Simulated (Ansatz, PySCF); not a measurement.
Dissociation curve of SH (anion, charge -1), singlet.

UHF/aug-cc-pVTZ (PySCF); RHF/aug-cc-pVTZ (PySCF); UKS-BLYP = unrestricted BLYP/aug-cc-pVTZ (PySCF); RKS-BLYP = restricted BLYP/aug-cc-pVTZ (PySCF); UKS-CAM-B3LYP = unrestricted CAM-B3LYP/aug-cc-pVTZ (PySCF); RKS-CAM-B3LYP = PySCF 2.14.0 with restricted CAM-B3LYP/aug-cc-pVTZ; UKS-PBE0 = unrestricted PBE0/aug-cc-pVTZ in PySCF; RKS-PBE0 = restricted PBE0/aug-cc-pVTZ run with PySCF; UKS-PBE = unrestricted PBE/aug-cc-pVTZ in Ansatz (a quantum-chemistry and plane-wave program); RKS-PBE = restricted PBE/aug-cc-pVTZ (Ansatz); UKS-B3LYP/6-31G* = unrestricted B3LYP/6-31G*, spherical d in PySCF; RKS-B3LYP/6-31G* = restricted B3LYP/6-31G*, spherical d (PySCF); UKS-B3LYP/6-311+G** = unrestricted B3LYP/6-311+G**, spherical d in PySCF 2.14.0; RKS-B3LYP/6-311+G** = PySCF with restricted B3LYP/6-311+G**, spherical d.

Scanned distances (Å): 1.02, 1.07, 1.15, 1.22, 1.27, 1.32, 1.35, 1.39, 1.43, 1.50, 1.58, 1.68, 1.80, 2.00, 2.23, 2.45, 2.68, 2.96, 3.27, 3.65, 4.07, 4.76, 5.33.

**Question.** Where does the unrestricted solution first break spin symmetry (<S²> of 0.01 or more)?

**Answer.** UHF: between 1.80 and 2.00 Å; UKS-BLYP: between 2.23 and 2.45 Å; UKS-CAM-B3LYP: between 2.00 and 2.23 Å; UKS-PBE0: between 2.00 and 2.23 Å; UKS-PBE: between 2.23 and 2.45 Å; UKS-B3LYP/6-31G*: between 2.23 and 2.45 Å; UKS-B3LYP/6-311+G**: between 2.23 and 2.45 Å.

```tsv
R / Å	<S²> UHF	E(RHF) − E(UHF) / kcal/mol	<S²> UKS-BLYP	E(RKS-BLYP) − E(UKS-BLYP) / kcal/mol	<S²> UKS-CAM-B3LYP	E(RKS-CAM-B3LYP) − E(UKS-CAM-B3LYP) / kcal/mol	<S²> UKS-PBE0	E(RKS-PBE0) − E(UKS-PBE0) / kcal/mol	<S²> UKS-PBE	E(RKS-PBE) − E(UKS-PBE) / kcal/mol	<S²> UKS-B3LYP/6-31G*	E(RKS-B3LYP/6-31G*) − E(UKS-B3LYP/6-31G*) / kcal/mol	<S²> UKS-B3LYP/6-311+G**	E(RKS-B3LYP/6-311+G**) − E(UKS-B3LYP/6-311+G**) / kcal/mol
1.02	0.00	0.0	0.00	0.0	0.00	0.0	0.00	0.0	0.00	0.0	0.00	0.0	0.00	0.0
1.07	0.00	0.0	0.00	0.0	0.00	0.0	0.00	0.0	0.00	0.0	0.00	0.0	0.00	0.0
1.15	0.00	0.0	0.00	0.0	0.00	0.0	0.00	0.0	0.00	0.0	0.00	0.0	0.00	0.0
1.22	0.00	0.0	0.00	0.0	0.00	0.0	0.00	0.0	0.00	0.0	0.00	0.0	0.00	0.0
1.27	0.00	0.0	0.00	0.0	0.00	0.0	0.00	0.0	0.00	0.0	0.00	0.0	0.00	0.0
1.32	0.00	0.0	0.00	0.0	0.00	0.0	0.00	0.0	0.00	0.0	0.00	0.0	0.00	0.0
1.35	0.00	0.0	0.00	0.0	0.00	0.0	0.00	0.0	0.00	0.0	0.00	0.0	0.00	0.0
1.39	0.00	0.0	0.00	0.0	0.00	0.0	0.00	0.0	0.00	0.0	0.00	0.0	0.00	0.0
1.43	0.00	0.0	0.00	0.0	0.00	0.0	0.00	0.0	0.00	0.0	0.00	0.0	0.00	0.0
1.50	0.00	0.0	0.00	0.0	0.00	0.0	0.00	0.0	0.00	0.0	0.00	0.0	0.00	0.0
1.58	0.00	0.0	0.00	0.0	0.00	0.0	0.00	0.0	0.00	0.0	0.00	0.0	0.00	0.0
1.68	0.00	0.0	0.00	0.0	0.00	0.0	0.00	0.0	0.00	0.0	0.00	0.0	0.00	0.0
1.80	0.00	0.0	0.00	0.0	0.00	0.0	0.00	0.0	0.00	0.0	0.00	0.0	0.00	0.0
2.00	0.46	4.7	0.00	0.0	0.00	0.0	0.00	0.0	0.00	0.0	0.00	0.0	0.00	0.0
2.23	0.72	15.4	0.00	0.0	0.23	0.8	0.12	0.1	0.00	0.0	0.00	0.0	0.00	0.0
2.45	0.85	26.2	0.23	0.4	0.53	5.0	0.50	3.4	0.25	0.5	0.35	1.7	0.35	1.7
2.68	0.93	36.3	0.58	2.5	0.72	10.8	0.75	8.8	0.62	2.8	0.67	5.9	0.67	5.7
2.96	0.97	46.2	0.83	—	0.91	17.9	0.93	15.6	0.87	7.4	0.87	11.8	0.87	11.4
3.27	0.99	54.6	0.95	—	0.99	24.7	1.00	22.0	0.98	12.1	0.97	17.7	0.97	17.0
3.65	1.01	61.9	1.01	—	1.01	31.0	1.01	27.5	1.01	16.3	1.00	23.2	1.01	22.0
4.07	1.01	67.4	1.01	—	1.01	35.7	1.01	31.3	1.01	18.9	1.00	27.0	1.01	25.4
4.76	1.01	72.7	1.01	—	1.01	40.3	1.01	34.4	1.01	21.0	1.00	30.3	1.01	28.2
5.33	1.01	75.2	1.01	—	1.01	42.3	1.01	35.4	1.01	21.7	1.00	31.5	1.01	29.3
```

Dashes: no converged value, or the column stops at the first point that the program doubted or that broke a chosen test of continuity, which isn't proof of a fault.
